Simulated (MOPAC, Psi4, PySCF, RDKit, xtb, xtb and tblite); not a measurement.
Two geometries of CH7BSSi, SMILES [SiH2](CS)B, singlet, relaxed at GFN2-xTB with one dihedral held; other torsions can differ between them too.

Structure A

```
11

B     -1.7392     0.9025     0.0045
Si    -0.3995    -0.2903    -0.7801
C      0.1316    -1.6475     0.4721
S      0.8453    -0.8920     1.9772
H     -1.7179     2.0563    -0.1838
H     -2.6138     0.4908     0.6628
H     -0.8592    -1.0538    -1.9568
H      0.8857     0.3096    -1.1955
H      0.8608    -2.3540     0.0809
H     -0.7222    -2.2157     0.8348
H      1.8206    -0.2251     1.3621
```

Structure B

```
11

B      1.7568     0.9046     0.0043
Si     0.4297    -0.3055    -0.7724
C      0.6667    -2.1228    -0.1990
S      0.5329    -2.2398     1.6201
H      1.7392     2.0454    -0.2533
H      2.5957     0.5367     0.7304
H      0.4272    -0.4026    -2.2457
H     -0.9723    -0.0104    -0.4050
H     -0.0461    -2.8241    -0.6279
H      1.6670    -2.4900    -0.4194
H     -0.6981    -1.7398     1.7133
```

Problem. Which is lower in energy at the level DF-MP2 (frozen core)/cc-pVTZ // GFN2-xTB (Psi4 1.11), and by how much?

Solution. A is lower, by 1.73 kJ/mol (dihedral H5–B1–Si2–C3: 140° in A, 180° in B).

E(B) − E(A) in kJ/mol at the other levels, on the same two geometries: GFN2-xTB (xtb and tblite) 0.40; PBE/def2-TZVP // GFN2-xTB (Psi4) 0.18; PBE-D3(BJ)/def2-TZVP // GFN2-xTB (Psi4) 0.11; r2SCAN/def2-TZVP // GFN2-xTB (Psi4) 0.57; HF/cc-pVTZ // GFN2-xTB (Psi4) 2.31; UFF // GFN2-xTB (RDKit) -3.24; PM7, restricted, heats of formation // GFN2-xTB (MOPAC) 1.56; PM3, restricted, heats of formation // GFN2-xTB (MOPAC) -1.28; GFN1-xTB // GFN2-xTB (xtb) -0.16; restricted B3LYP/6-31G*, spherical d // GFN2-xTB (PySCF) 1.62; restricted Hartree-Fock/STO-3G // GFN2-xTB (PySCF) 0.53; restricted B3LYP/6-311+G**, spherical d, density fitting // GFN2-xTB (PySCF) 1.11; restricted Hartree-Fock/LANL2DZ, with its core potentials past Ne // GFN2-xTB (PySCF) 2.03.
